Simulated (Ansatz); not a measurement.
Species: C7H6BF3, SMILES `Bc1ccc(C(F)(F)F)cc1` (charge 0, multiplicity 1).

Problem. Give a relaxed geometry from r2SCAN-D4/def2-SVP in Ansatz (a first-principles code).

Solution. This is not unique; one that fits is the end point of this relaxation, one of several conformers (outside a Z-matrix the atoms follow the SMILES, hydrogens last).
Z-matrix (Å, degrees):
```
C
C 1 1.4002
H 2 1.0926 1 119.77
C 2 1.3940 3 120.93 1 179.63
H 4 1.0944 2 119.47 3 0.20
C 1 1.4017 2 120.71 3 179.45
C 6 1.3927 1 119.36 2 0.25
H 6 1.0932 7 120.89 1 179.61
H 7 1.0944 6 119.52 8 -0.29
C 4 1.4138 5 119.02 2 179.83
C 1 1.5061 2 120.17 3 -2.60
F 11 1.3425 1 112.06 2 23.07
F 11 1.3440 12 107.66 1 -123.04
F 11 1.3462 12 107.22 13 -114.81
B 10 1.5450 4 121.16 5 0.09
H 15 1.2085 10 120.09 4 -179.94
H 15 1.2085 16 119.84 10 -180.00
```
